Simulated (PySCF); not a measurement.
## BeSi: energy against distance

Set-up: Be def2-TZVP, Si def2-TZVP; no relativity (PySCF 2.14). Energies in eV from Be + Si in their ground configurations at the same level. State: ³Σ⁻ (triplet), unpaired electrons π ↑↑.

| R (Å) | PBE0 |
| --- | --- |
| 1.827 | -1.105 |
| 1.913 | -1.398 |
| 1.998 | -1.566 |
| 2.061 | -1.626 |
| 2.125 | -1.642 |
| 2.189 | -1.625 |
| 2.274 | -1.564 |
| 2.380 | -1.447 |
| 2.507 | -1.275 |
| 2.678 | -1.033 |

Put a parabola through the three lowest points of the PBE0 curve and estimate Re, k and ωe (reduced mass 6.816 u; 1 eV/Å² = 0.16022 mdyn/Å; ωe = 1302.8·√(k/μ) cm⁻¹).

Through R = 2.061, 2.125, 2.189 Å the second-order coefficient is 4.03 eV/Å², so Re ≈ 2.124 Å, k ≈ 1.29 mdyn/Å and ωe ≈ 567 cm⁻¹. A polynomial fit of higher order to the unrounded PBE0 energies gives Re = 2.121 Å, k = 1.34 mdyn/Å, ωe = 577 cm⁻¹; anharmonicity and rounding make the difference.

The higher-order fit for each curve: PBE0: Re = 2.121 Å, ωe = 577 cm⁻¹, De = 1.64 eV.

⟨S²⟩ of the unrestricted solution departs from its pure value on part of the curve, where spin states mix. The state is the lowest determinant that a PBE0 search found; another state may lie lower at other levels.
